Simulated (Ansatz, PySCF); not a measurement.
This triplet is an excited state, 1.58 eV above the relaxed singlet at the level frozen-core CCSD(T)/cc-pVTZ // PBE0-D3(BJ)/def2-TZVP (Ansatz, a program for electronic structure).

Cartesian coordinates (Å):
```xyz
4

C      1.9584    -0.1175     0.3751
N      0.8354     0.0415     0.0608
Ge    -0.8276     0.4438    -0.5728
H     -1.9662    -0.3679     0.0901
```
Charge 0, spin multiplicity 3.

Task: Predict the dipole moment, highest occupied spin orbital and total energy from PBE0-D3(BJ)/def2-TZVP in PySCF 2.14.0.

Result: 
```
Item                                  Result
-----------------------------  -------------
dipole moment                         3.59 D
highest occupied spin orbital       -5.99 eV
total energy                   -2170.0005 Ha
```
